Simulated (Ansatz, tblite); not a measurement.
Removing and adding an electron: Cd₁₄H₃₄S₁₄. Charge 0, multiplicity 1. Geometry: PBE-D4/def2-SVP. Ansatz, gas phase; energy differences of separate SCF runs; the oxidised species was run as a doublet alone; the reduced species was run as a doublet alone.

Cartesian coordinates in Å:
```
S -0.430 -2.962 -3.987
Cd -2.972 -2.531 -3.683
Cd -1.509 2.043 -4.745
S -2.433 0.015 -3.027
Cd -0.059 -4.156 -1.582
S -2.606 -3.509 -0.992
Cd 1.930 -1.487 -3.329
S 0.887 0.897 -3.939
S 0.731 -1.696 -1.031
Cd -1.040 0.063 -0.820
Cd -2.807 -3.069 1.583
S -3.065 -0.491 0.832
Cd 1.739 2.650 -2.148
S -0.321 2.436 -0.359
Cd -0.732 4.530 -2.244
Cd -4.056 1.489 2.297
S -3.736 3.042 0.033
S 5.765 -1.003 0.835
Cd 2.001 -1.994 1.144
S -0.311 -2.230 2.550
Cd 4.752 0.855 2.602
S 3.798 1.590 -1.249
S 2.369 0.565 1.734
Cd 0.641 2.663 1.914
Cd -0.786 -0.637 4.576
S -1.548 1.469 3.224
Cd 4.600 -0.024 5.637
S 1.775 0.972 5.046
H -0.350 -3.902 -4.971
H -0.571 -1.290 -6.434
H -4.442 -3.081 -4.324
H -5.958 -1.435 -1.307
H -0.745 -0.906 -7.079
H -1.935 1.837 -6.376
H -3.625 0.486 -2.563
H 0.649 -5.654 -1.216
H -5.408 -1.966 -1.401
H -3.213 -4.728 -1.071
H 3.369 -2.049 -4.028
H 1.733 1.236 -4.952
H -3.598 -3.958 2.795
H -4.016 -0.722 -0.116
H 1.189 4.281 -2.731
H -1.506 3.317 -3.427
H -1.306 5.947 -1.491
H -5.465 1.716 3.211
H -3.634 4.308 0.527
H -2.328 2.881 -0.077
H 6.575 -1.664 1.712
H 4.706 -1.890 1.071
H 3.424 -2.903 1.530
H -0.067 -3.330 3.317
H 5.741 2.125 3.171
H 4.297 2.703 -0.637
H 2.839 0.974 0.430
H 1.304 3.515 3.267
H -1.024 -1.078 6.199
H -1.660 2.294 4.302
H 4.612 -0.696 4.033
H 4.773 0.432 7.240
H 1.412 1.561 6.222
H 1.648 2.152 4.302
```

In the def2 sets Cd takes a core potential; there is no spin–orbit coupling. The xTB rows come from tblite. Single mean-field runs in def2-TZVP are fitted with def2-universal-jkfit. In the singlet geometry the species has come apart into loosely held pieces. In the singlet, H32 and H37 lie 0.77 Å apart, H30 and H33 lie 0.77 Å apart (atoms count from 1), so H2 has formed as a molecule. In the doublet geometry the species has come apart into loosely held pieces.

Q: Estimate orbital energies and vertical ionisation energies and electron affinities at: GFN1-xTB; GFN2-xTB; PBE-D4/def2-TZVP; PBE0-D4/def2-TZVP.

A: 
| level | −HOMO (eV) | vertical IE (eV) | −LUMO (eV) | vertical EA (eV) | HOMO–LUMO gap (eV) | IE − EA (eV) |
| --- | --- | --- | --- | --- | --- | --- |
| GFN1-xTB | 8.90 | 10.31 | 6.38 | 5.28 | 2.52 | 5.04 |
| GFN2-xTB | 10.33 | 11.78 | 7.26 | 5.46 | 3.06 | 6.32 |
| PBE-D4/def2-TZVP | 5.89 | – | 2.66 | 1.53 | 3.22 | – |
| PBE0-D4/def2-TZVP | 6.96 | 7.99 | 1.91 | 1.15 | 5.05 | 6.84 |

Run but left out: PBE-D4/def2-TZVP (charge +1 doublet: an occupied level 0.03 eV above an empty one).   Raw xTB energy differences between charge states are shifted by several eV; the methods need an empirical correction for them. Sets without diffuse functions give affinities that are too small.
